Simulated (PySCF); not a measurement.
# Tm⁴³⁺: ionisation energy

Tm⁴³⁺ [Ar] 3d8 [3d3/2^4 3d5/2^4, M_J = 4] → Tm⁴⁴⁺ [Ar] 3d7 [3d3/2^4 3d5/2^3, M_J = 9/2], as a difference of total energies. All numbers are calculated (PySCF 2.14, the two-component X2C-1e Hamiltonian, in an uncontracted even-tempered set (16 s from 9.8 bohr⁻², ratio 2.8; 12 p from 13 bohr⁻², ratio 2.8; 8 d from 13 bohr⁻², ratio 2.8; 3 f from 47 bohr⁻², ratio 3)). Correlated levels: [Ne] frozen; the 74 highest virtual spinors dropped. "Screened" scales the spin-orbit matrix elements by Boettger's factors to mimic the two-electron term; Breit and QED terms are absent.

```
                    method  ionisation energy (eV)
           GHF (spin-free)                  3545.7
          GMP2 (spin-free)                  3546.9
 GHF (screened spin-orbit)                  3528.6
GMP2 (screened spin-orbit)                  3529.7
```

Breit and QED terms and the two-electron picture change are absent.

The spin-free rows relax to the high-spin LS determinant and lack the spin-orbit shift.

The labels give the starting determinants; with spin-orbit coupling the two ends relaxed to ⟨J²⟩ = 20.00, ⟨L²⟩ = 12.99, ⟨S²⟩ = 1.81 and ⟨J²⟩ = 24.75, ⟨L²⟩ = 15.64, ⟨S²⟩ = 2.62.

For comparison: 3528 ± 4 eV (theoretical estimate listed by NIST; NIST Atomic Spectra Database, ionization energies).
